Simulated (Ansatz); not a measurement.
System (SMILES): ClBr (Cl-Br).
Atoms: Cl1, Br2. Bonds: Cl1-Br2.

Basis-set convergence of the highest harmonic wavenumber at MP2 with Ansatz (an electronic-structure program). Each level at its own minimum, finite differences of forces, unscaled; the reference is a large set that could be run, not a limit. All functions are spherical. Cores are frozen (with 3d on Ga to Br). No added dispersion term, no relativity. Reference: the value in def2-QZVPP, 464 cm⁻¹, itself unsure by roughly 4 cm⁻¹ (its mean distance from cc-pV(Q+d)Z, aug-cc-pV(T+d)Z, def2-TZVPPD). Deviations are taken from unrounded values.

| basis | functions | highest harmonic wavenumber (cm⁻¹) |
|---|---|---|
| cc-pV(D+d)Z | 50 | 435 |
| aug-cc-pV(D+d)Z | 68 | 430 |
| cc-pV(T+d)Z | 82 | 460 |
| aug-cc-pV(T+d)Z | 114 | 457 |
| def2-TZVPP | 90 | 458 |
| def2-TZVPPD | 108 | 459 |

What the diffuse functions change, pair by pair:
- cc-pV(D+d)Z to aug-cc-pV(D+d)Z: 18 more functions, deviation -29 to -35 cm⁻¹
- cc-pV(T+d)Z to aug-cc-pV(T+d)Z: 32 more functions, deviation -5 to -8 cm⁻¹
- def2-TZVPP to def2-TZVPPD: 18 more functions, deviation -6 to -5 cm⁻¹

They bring the value nearer the reference by more than 4 cm⁻¹ in 0 of 3 pairs.
